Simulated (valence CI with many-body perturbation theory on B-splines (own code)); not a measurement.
E1 transitions of Yb39+

Calculated by relativistic CI+MBPT: three valence electrons over a frozen Dirac-Fock core [Ar] 3d10, radial functions for each j: 11 s, 11 p, 10 d, 8 f, 5 g, 2 h, with the one-electron correlation potential Σ1, the two-electron term Σ2, the three-electron term Σ3, Breit, model QED; selected CI, second order for the rest, scaled by the run's own slope (own B-spline code, finite nucleus).

The last digits are not significant, and no measured levels were compared; by estimate large intervals hold to a few tenths of a per cent, small ones and those within an open d or f shell to about a per cent.

Lines 151 to 200 of 545 in falling wavelength, among levels below 5705.1 × 10³ cm⁻¹, chosen from the strongest by gf and those to the six lowest levels. Wavelengths and rates use the calculated energies. Electric multipoles are in the length gauge, E1 and E2 with the static RPA response of the core. Weak lines are less certain than strong ones. Lines between different terms over intervals too small for the method are left out, as are lines whose strength nearly cancels. Where a level lies close to another of its J and parity, the split of strength between their lines is uncertain. The highest levels of a list are the least certain.

Levels are named by their leading jj configuration (3d3/2^4 stands for four electrons in 3d with j = 3/2), which in mixed levels can hold well under half, so a name can repeat and another be missing. Letters in brackets count levels of one name in rising energy.

```tsv
λ vac (Å)	Upper	Lower	A (s⁻¹)	log gf	Branch %
76.49	(4s 4d5/2 4f7/2) J=9/2 [a]	(4s 4p3/2 4f7/2) J=9/2 [a]	2.26e+11	0.30	48.5
76.49	(4p3/2 4d3/2 4d5/2) J=1/2 [a]	(4s 4d3/2 4d5/2) J=3/2 [a]	2.04e+11	-0.45	21.1
76.48	(4p3/2^2 4f5/2) J=7/2	(4p3/2^2 4d5/2) J=9/2	4.68e+10	-0.48	4.6
76.40	(4p1/2 4p3/2 4f7/2) J=9/2 [a]	(4p1/2 4p3/2 4d5/2) J=7/2 [a]	4.34e+10	-0.42	8.6
76.35	(4s 4d5/2^2) J=1/2	(4s 4p3/2 4d5/2) J=3/2	5.59e+11	-0.01	57.7
76.29	(4p3/2 4d3/2 4d5/2) J=5/2 [d]	(4p3/2^2 4d3/2) J=3/2 [a]	1.09e+11	-0.25	9.9
76.28	(4s 4d3/2 4f5/2) J=5/2 [b]	(4s 4d3/2 4d5/2) J=5/2 [a]	6.07e+10	-0.50	6.0
76.28	(4s 4d5/2 4f7/2) J=11/2 [a]	(4s 4d5/2^2) J=9/2	2.94e+10	-0.51	7.1
76.27	(4p1/2 4p3/2 4f7/2) J=7/2 [b]	(4p1/2 4p3/2 4d5/2) J=5/2 [a]	2.18e+11	0.18	31.9
76.27	(4s 4d3/2 4f7/2) J=9/2 [b]	(4s 4d3/2 4d5/2) J=7/2 [a]	5.20e+10	-0.34	7.0
76.24	(4s 4d3/2 4f7/2) J=7/2 [b]	(4s 4d3/2 4d5/2) J=7/2 [b]	1.03e+11	-0.14	10.9
76.22	(4p3/2^2 4d3/2) J=3/2 [a]	(4s 4p3/2 4d3/2) J=3/2 [b]	2.15e+11	-0.13	23.1
76.20	(4s 4d5/2 4f5/2) J=1/2 [b]	(4s 4p3/2 4f5/2) J=1/2	1.75e+11	-0.52	21.2
76.13	(4p1/2 4p3/2 4d5/2) J=5/2 [c]	(4p1/2 4p3/2^2) J=3/2 [b]	6.18e+11	0.51	65.5
76.11	(4p1/2 4p3/2 4d5/2) J=3/2 [a]	(4p1/2 4p3/2^2) J=3/2 [a]	3.01e+11	0.02	54.1
76.10	(4s 4d5/2^2) J=5/2	(4s^2 4f7/2) J=7/2	1.04e+11	-0.27	15.4
76.06	(4p1/2 4p3/2 4d5/2) J=9/2	(4s 4p1/2 4d5/2) J=7/2	3.09e+11	0.43	91.4
76.04	(4p1/2 4p3/2 4f7/2) J=5/2 [a]	(4s 4p1/2 4f7/2) J=5/2	7.80e+10	-0.39	14.3
75.97	(4s 4p1/2 4f7/2) J=7/2 [b]	(4s 4p1/2 4d5/2) J=7/2	9.49e+10	-0.18	18.2
75.97	(4s 4d5/2^2) J=5/2	(4s 4p3/2 4d5/2) J=5/2 [a]	3.71e+11	0.28	55.1
75.96	(4s 4p3/2 4d5/2) J=5/2 [a]	(4s 4p3/2^2) J=5/2	3.26e+11	0.23	97.0
75.95	(4p1/2 4p3/2 4d5/2) J=7/2 [a]	(4s 4p1/2 4d5/2) J=5/2 [a]	1.18e+11	-0.09	32.4
75.92	(4s 4d5/2 4f5/2) J=3/2 [b]	(4s 4p3/2 4f5/2) J=3/2 [a]	1.95e+11	-0.17	27.2
75.91	(4p3/2 4d3/2 4d5/2) J=3/2 [a]	(4s 4d3/2 4d5/2) J=5/2 [a]	1.26e+11	-0.36	14.8
75.87	(4p3/2^3) J=3/2 [a]	(4s 4p3/2^2) J=5/2	1.28e+11	-0.35	25.8
75.87	(4s 4p3/2 4d5/2) J=3/2	(4s 4p3/2^2) J=1/2	2.79e+11	-0.02	37.7
75.85	(4p3/2 4d5/2^2) J=5/2	(4s 4d3/2 4d5/2) J=3/2 [b]	8.31e+10	-0.37	14.1
75.84	(4s 4d3/2 4d5/2) J=5/2 [b]	(4s 4p3/2 4d3/2) J=7/2	8.33e+10	-0.37	8.4
75.83	(4s^2 4f7/2) J=7/2	(4s 4p3/2^2) J=5/2	1.66e+11	0.06	90.7
75.79	(4s 4d3/2 4d5/2) J=3/2 [b]	(4s 4p3/2 4d3/2) J=1/2 [a]	1.41e+11	-0.31	14.2
75.76	(4s 4d3/2 4d5/2) J=3/2 [b]	(4s 4p3/2 4d3/2) J=3/2 [a]	1.35e+11	-0.33	13.6
75.73	(4p1/2 4p3/2 4f5/2) J=9/2	(4s 4p1/2 4f5/2) J=7/2	1.55e+11	0.12	28.0
75.72	(4s 4p3/2 4f7/2) J=5/2 [a]	(4s 4p3/2 4d3/2) J=3/2 [b]	1.13e+11	-0.23	32.3
75.70	(4p1/2 4d5/2^2) J=7/2	(4s 4p1/2 4f7/2) J=7/2 [a]	1.81e+11	0.09	43.7
75.70	(4s 4d5/2 4f7/2) J=11/2 [a]	(4s 4p3/2 4f7/2) J=11/2	1.15e+11	0.07	27.7
75.68	(4p3/2 4d3/2 4d5/2) J=3/2 [b]	(4s 4d3/2 4d5/2) J=3/2 [a]	1.10e+11	-0.42	11.3
75.67	(4p1/2 4p3/2 4d3/2) J=3/2 [b]	(4s 4p1/2 4d3/2) J=3/2 [b]	8.94e+10	-0.51	10.9
75.65	(4p3/2 4d3/2 4d5/2) J=5/2 [b]	(4s 4d3/2 4d5/2) J=5/2 [b]	1.11e+11	-0.24	11.3
75.65	(4p3/2^2 4d5/2) J=5/2 [a]	(4s 4p3/2 4d5/2) J=7/2 [a]	1.40e+11	-0.14	35.8
75.64	(4s 4d5/2 4f5/2) J=9/2	(4s 4p3/2 4f7/2) J=9/2 [a]	5.07e+10	-0.36	5.8
75.63	(4p3/2 4d5/2^2) J=9/2	(4s 4p3/2 4f5/2) J=7/2 [a]	2.74e+11	0.37	33.1
75.62	(4p3/2 4d3/2 4d5/2) J=5/2 [b]	(4p3/2^2 4d5/2) J=7/2 [a]	9.43e+10	-0.31	9.7
75.59	(4s 4p3/2 4f7/2) J=5/2 [b]	(4s 4p3/2 4d5/2) J=7/2 [b]	2.88e+11	0.17	29.3
75.58	(4p3/2 4d3/2 4d5/2) J=7/2 [b]	(4s 4d3/2 4d5/2) J=7/2 [a]	5.25e+10	-0.44	7.0
75.56	(4s 4d5/2 4f7/2) J=9/2 [a]	(4p3/2^2 4d5/2) J=7/2 [a]	1.07e+11	-0.04	23.1
75.56	(4p3/2^2 4f5/2) J=7/2	(4s 4p3/2 4f5/2) J=7/2 [b]	2.13e+11	0.16	20.7
75.49	(4s 4p3/2 4d5/2) J=5/2 [b]	(4s 4p3/2^2) J=3/2	5.69e+11	0.46	57.2
75.48	(4p1/2 4p3/2 4f5/2) J=5/2 [b]	(4p1/2 4p3/2 4d3/2) J=3/2 [b]	6.89e+10	-0.45	12.5
75.45	(4p1/2 4p3/2^2) J=5/2	(4s 4p1/2 4p3/2) J=3/2 [b]	3.80e+11	0.29	79.7
75.42	(4p3/2 4d3/2 4d5/2) J=5/2 [d]	(4s 4p3/2 4f5/2) J=5/2 [a]	2.02e+11	0.01	18.5
```

(1) How does gf follow from A for the line at 75.42 Å?

Results:

(1) gf = 1.4992 × (2J+1)_upper × A / σ², with σ = 1325828 cm⁻¹ and 2J+1 = 6: gf = 1.03.
